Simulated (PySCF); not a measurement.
C4H11ClGe.
Structure used (GFN2-xTB), in Å, numbered top down from 1:
```
atom  x, y, z in Å
C1    -0.761   -0.895   -1.111
C2    -0.166   -0.062    0.020
C3    -0.096   -0.893    1.296
C4    -1.015    1.182    0.251
Ge5    1.709    0.499   -0.514
Cl6    2.621    1.664    0.989
H7    -1.772   -1.212   -0.854
H8    -0.807   -0.317   -2.033
H9    -0.159   -1.784   -1.293
H10    0.331   -0.309    2.110
H11   -1.092   -1.219    1.595
H12    0.523   -1.777    1.144
H13   -2.032    0.906    0.529
H14   -0.595    1.789    1.052
H15   -1.059    1.790   -0.653
H16    2.631   -0.687   -0.757
H17    1.733    1.339   -1.783
```

Vertical excitations from PySCF (density fitting, frozen core in the response, grid level 2 and gas phase unless stated; continuum runs use non-equilibrium linear response for the excitations) on a GFN2-xTB geometry. Reference run:

| settings | S1, eV (f) | S2, eV (f) | S3, eV (f) | S4, eV (f) | S5, eV (f) | S6, eV (f) | T1, eV (Tamm–Dancoff) | mean α (au) |
| --- | --- | --- | --- | --- | --- | --- | --- | --- |
| PBE0/def2-SVPD, full TDDFT, 6 singlets | 6.64 (0.033) | 7.17 (0.023) | 7.20 (0.016) | 7.79 (0.241) | 7.90 (0.009) | 8.06 (0.037) | 6.22 | 93.7 |

What do these settings give: B97-2/def2-SVPD, TDA, 1 singlet?

```tsv
settings	S1, eV (f)	S2, eV (f)	S3, eV (f)	S4, eV (f)	S5, eV (f)	S6, eV (f)	T1, eV (Tamm–Dancoff)	mean α (au)
B97-2/def2-SVPD, TDA, 1 singlet	6.65 (0.038)	–	–	–	–	–	6.27	93.4
```

S1 moves by +0.01 eV; functional and response scheme change together, so the shift can't be laid on one. States are counted by energy in each run and needn't keep their character from row to row.

Give the leading configurations of S1 (H = HOMO, L = LUMO) and the HOMO–LUMO gap of each run.

```
                              settings  S1 configurations (weight)  S1 (eV)  orbital gap (eV)  S1 − gap (eV)
PBE0/def2-SVPD, full TDDFT, 6 singlets                    H→L 0.95     6.64              7.88          -1.24
       B97-2/def2-SVPD, TDA, 1 singlet                    H→L 0.95     6.65              7.65          -1.00
```

 The PBE0/def2-SVPD calculation is non-relativistic and has no spin–orbit coupling, an omission that weighs most on germanium.
